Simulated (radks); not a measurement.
Species: Se V. Configuration: [Ne] 3s2 3p5 3d10 4s2 4f1 (not the ground configuration). Method: Dirac Kohn-Sham, exchange-only PBE, spin-unpolarised, spherical densities, point nucleus; open shells fill j = l - 1/2 first; computed with a radial shooting solver on a logarithmic mesh with Libxc functionals.

Unscreened Slater integrals over Kohn-Sham orbitals (hartree). Large and small components are both included. Empty in this configuration: 4p1/2.

| integral | value |
|---|---|
| F0(4f5/2,4f5/2) | 0.27686 |
| F2(4f5/2,4f5/2) | 0.14734 |
| F4(4f5/2,4f5/2) | 0.096439 |
| F0(4f5/2,4s1/2) | 0.34414 |
| G3(4f5/2,4s1/2) | 0.064403 |
| F0(4f5/2,3d5/2) | 0.35537 |
| F2(4f5/2,3d5/2) | 0.032347 |
| F4(4f5/2,3d5/2) | 0.0094044 |
| G1(4f5/2,3d5/2) | 0.010199 |
| G3(4f5/2,3d5/2) | 0.0057864 |
| G5(4f5/2,3d5/2) | 0.0039474 |
| F0(4f5/2,3d3/2) | 0.35538 |
| F2(4f5/2,3d3/2) | 0.032017 |
| G1(4f5/2,3d3/2) | 0.010011 |
| G3(4f5/2,3d3/2) | 0.0056784 |
| F0(4f5/2,4p1/2) | 0.33963 |
| G2(4f5/2,4p1/2) | 0.097298 |
| F0(4s1/2,4s1/2) | 0.59364 |
| F0(4s1/2,3d5/2) | 0.74899 |
| G2(4s1/2,3d5/2) | 0.071592 |
| F0(4s1/2,3d3/2) | 0.74956 |
| G2(4s1/2,3d3/2) | 0.070906 |
| F0(4s1/2,4p1/2) | 0.56305 |
| G1(4s1/2,4p1/2) | 0.38371 |
| F0(3d5/2,3d5/2) | 1.5181 |
| F2(3d5/2,3d5/2) | 0.72913 |
| F4(3d5/2,3d5/2) | 0.45917 |
| F0(3d5/2,3d3/2) | 1.5227 |
| F2(3d5/2,3d3/2) | 0.73105 |
| G2(3d5/2,3d3/2) | 0.72963 |
| G4(3d5/2,3d3/2) | 0.45948 |
| F0(3d5/2,4p1/2) | 0.68854 |
| G3(3d5/2,4p1/2) | 0.054491 |
| F0(3d3/2,3d3/2) | 1.5273 |
| F2(3d3/2,3d3/2) | 0.73302 |
| F0(3d3/2,4p1/2) | 0.68904 |
| G1(3d3/2,4p1/2) | 0.057903 |
| F0(4p1/2,4p1/2) | 0.53743 |
